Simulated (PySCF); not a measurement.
Species: `FC(F)(F)C[C@H]1CS[SiH2]S1`. The columns A, B, C and D hold Mulliken, IAO, Hirshfeld and ESP-fitted charges (e) of one PBE0/pcSseg-1 density (PySCF), in a shuffled order. Coordinates in Å (GFN2-xTB); the density's dipole moment is (1.16, 0.95, -0.21) D.

```tsv
atom	x	y	z	A	B	C	D
F1	-2.457	-0.779	1.266	-0.087	-0.201	-0.269	-0.283
C2	-2.445	0.068	0.227	+0.266	+0.702	+0.801	+0.808
F3	-3.542	0.830	0.341	-0.095	-0.229	-0.267	-0.282
F4	-2.622	-0.680	-0.874	-0.085	-0.234	-0.272	-0.286
C5	-1.189	0.916	0.174	-0.095	-0.460	-0.221	-0.310
C6	0.094	0.107	0.359	-0.028	-0.116	-0.449	-0.169
C7	0.381	-0.821	-0.806	-0.079	-0.451	-0.255	-0.335
S8	1.942	-1.731	-0.558	-0.090	-0.284	-0.233	-0.181
Si9	3.067	-0.065	0.183	+0.300	+0.664	+0.585	+0.626
S10	1.471	1.322	0.546	-0.091	-0.300	-0.215	-0.207
H11	-1.175	1.441	-0.783	+0.052	+0.207	+0.161	+0.171
H12	-1.264	1.657	0.974	+0.054	+0.222	+0.174	+0.178
H13	0.044	-0.462	1.292	+0.033	+0.178	+0.190	+0.163
H14	-0.389	-1.585	-0.899	+0.042	+0.307	+0.188	+0.177
H15	0.450	-0.264	-1.741	+0.040	+0.211	+0.169	+0.157
H16	3.705	-0.458	1.424	-0.068	-0.111	-0.042	-0.113
H17	3.923	0.514	-0.835	-0.069	-0.105	-0.046	-0.115
```

Q: Which column most likely holds the ESP-fitted charges?

A: B. Σ q r misses the density's dipole by 0.04 D (B), 0.54 D (A), 2.19 D (D), 2.67 D (C). Charges fitted to the outside potential are the only set here that is tied to the molecule's multipoles.

Q: And the Hirshfeld charges?

A: A. The mean sizes are 0.093 e (A), 0.267 e (C), 0.268 e (D), 0.293 e (B), and Hirshfeld charges are commonly the smallest of these schemes.

As computed, A = Hirshfeld, B = ESP-fitted, C = Mulliken, D = IAO. Hydrogens on carbon: Hirshfeld +0.03 to +0.05, ESP-fitted +0.18 to +0.31, Mulliken +0.16 to +0.19, IAO +0.16 to +0.18 e.

The IAO scheme counts the electrons in orthogonalised intrinsic atomic orbitals, a minimal basis polarised so that it spans the occupied orbitals exactly. The Hirshfeld scheme divides the density at each point in proportion to the densities of the neutral, spherically averaged free atoms.

The structure is a single GFN2-xTB conformer in the gas phase; no vibrational or solvent corrections.

These values come from a run that also computed NMR shieldings. Hardware: one thread of an Intel Xeon 6975P-C (shared host). Cost: 51 s (with the writing of density and orbital grids), 1.1 GiB resident at most.
